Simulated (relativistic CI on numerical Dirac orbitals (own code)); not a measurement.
## Fe³⁺ in a cubic cluster: 1s photoemission with charge transfer

Computed with a charge-transfer multiplet model of a cubic metal-ligand cluster with up to 3 ligand holes, Slater and spin-orbit integrals from Dirac-Coulomb-Breit ions, Slater integrals scaled by 0.7. The parameters are those of a tetrahedral site (10Dq negative, t2 hopping the larger). The ground state mixes d5 with configurations of k ligand holes L, whose averages lie at kΔ + k(k − 1)U_dd/2; a core hole lowers each added d electron by U_cd. 20 K, Lorentzian 1.1 eV and Gaussian 0.6 eV FWHM.

Atomic integrals in eV (Slater integrals scaled, ζ unscaled), ground: F2dd 8.389, F4dd 5.243, zeta_d 0.056; with the core hole: F2dd 9.558, F4dd 6.003, zeta_d 0.082, G2cd 0.053.

Cluster parameters (eV): U_dd = 5.5, U_cd = 6.2, 10Dq = -0.25, 10Dq(ligand) = 0, V(eg) = 1.43, V(t2g) = -2.42, final-state hopping factor = 1.

```csv
Case,n_d,d5,d6L,d7L2,d8L3,S
Δ = 1.6 eV,5.51,0.55,0.39,0.06,0.00,2.50
Δ = 4.6 eV,5.29,0.73,0.25,0.02,0.00,2.50
Δ = 7.6 eV,5.18,0.83,0.16,0.01,0.00,2.50
```

Weights, n_d and S are thermal averages at 20 K. Binding energies count from the first peak over 30 % of the highest in each spectrum, which can be another peak from case to case. The parameters are a model scan and need not match a compound or its usual spin state. Peaks in eV (height, largest 100):
- Δ = 1.6 eV: 0.0 (100), 7.7 (30)
- Δ = 4.6 eV: 0.0 (100), 7.5 (21)
- Δ = 7.6 eV: 0.0 (100), 8.1 (11)

Curve for Δ = 1.6 eV (points under 2 left out, the grid thinned):

```csv
E (eV),Intensity
-3.8,2.5
-3.4,3.1
-3.1,3.7
-2.7,4.8
-2.4,6.0
-2.0,8.4
-1.6,12.7
-1.3,18.4
-0.9,33.4
-0.6,54.6
-0.2,90.9
0.2,95.8
0.5,71.3
0.9,38.3
1.2,24.1
1.6,14.4
1.9,10.6
2.3,7.8
2.7,6.5
3.0,6.2
3.4,5.7
3.7,4.9
4.1,3.9
4.5,3.3
4.8,3.1
5.2,3.2
5.5,3.5
5.9,4.2
6.3,5.9
6.6,8.5
7.0,15.2
7.3,23.2
7.7,30.0
8.0,25.9
8.4,15.4
8.8,8.6
9.1,6.0
9.5,4.3
9.8,3.6
10.2,3.0
10.6,2.4
13.2,2.0
13.6,2.9
13.9,3.0
14.3,2.2
```

For the case Δ = 4.6 eV, Δ = 4.6 eV is smaller than U_dd = 5.5 eV, the charge-transfer side of the Zaanen-Sawatzky-Allen scheme. With the core hole the configuration with one ligand hole lies at Δ − U_cd = -4.6, -1.6, 1.4 eV from the one without, in the order of the table; where this is negative the screened configuration lies lower, though the effective hopping of about 4.5 eV (from the holes of the mixed ground state) mixes the two strongly wherever it is as large as the gap.
